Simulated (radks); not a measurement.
Tl, 81 electrons, occupied as [Xe] 4f13.5 5d10 6s2 6p1.5 (fractional occupations, a model configuration). Calculated with a radial shooting solver on a logarithmic mesh with Libxc functionals: Dirac Kohn-Sham, PBEsol, spin-unpolarised, spherical densities, finite nucleus; open shells fill j = l - 1/2 first; Fermi nuclear charge, rms radius 5.4759 fm. Some entries of the table are withheld. Estimate them.

orbital  occ.  eigenvalue (hartree)  r(max) (bohr)
1s1/2       2             -3138.825        0.01004
2s1/2       2             -558.7356        0.05838
2p1/2       2                   (1)            (2)
2p3/2       4                   (3)            (4)
3s1/2       2             -133.6447         0.1643
3p1/2       2             -123.6066         0.1531
3p3/2       4             -106.7453         0.1685
3d3/2       4             -90.08677            (5)
3d5/2       6             -86.48491            (6)
4s1/2       2             -30.05851         0.3694
4p1/2       2             -25.72522         0.3670
4p3/2       4             -21.60717         0.3983
4d3/2       4             -14.51182         0.3898
4d5/2       6             -13.74145         0.3994
5s1/2       2              -4.94892         0.8052
4f5/2       6              -4.57998         0.3544
4f7/2     7.5              -4.40843         0.3588
5p1/2       2              -3.47827         0.8450
5p3/2       4              -2.71397         0.9220
5d3/2       4              -0.69706          1.080
5d5/2       6              -0.61091          1.114
6s1/2       2              -0.37279          2.038
6p1/2     1.5              -0.12608          2.533
6p3/2       0              -0.08253          2.931

Answer. 
(1) 2p1/2 eigenvalue (hartree): -536.5950
(2) 2p1/2 r(max) (bohr): 0.04280
(3) 2p3/2 eigenvalue (hartree): -460.7385
(4) 2p3/2 r(max) (bohr): 0.05040
(5) 3d3/2 r(max) (bohr): 0.1309
(6) 3d5/2 r(max) (bohr): 0.1351
